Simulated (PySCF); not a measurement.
Calculation: PySCF with PBE-D3(BJ)/def2-TZVP // TPSSh-D3(BJ)/def2-TZVP. All species are isolated molecules in the gas phase. 

Reference species (SMILES): `[Br][GaH][Br]` (neutral, multiplicity 1).

```yaml
dipole_moment: 1.33 D
```

Changed species: `[GaH3]` (whole molecule; the reference has whole molecule).

Problem. Predict the effect on the dipole moment.

Solution. the dipole moment drops by 1.33 D, to 0.00 D.
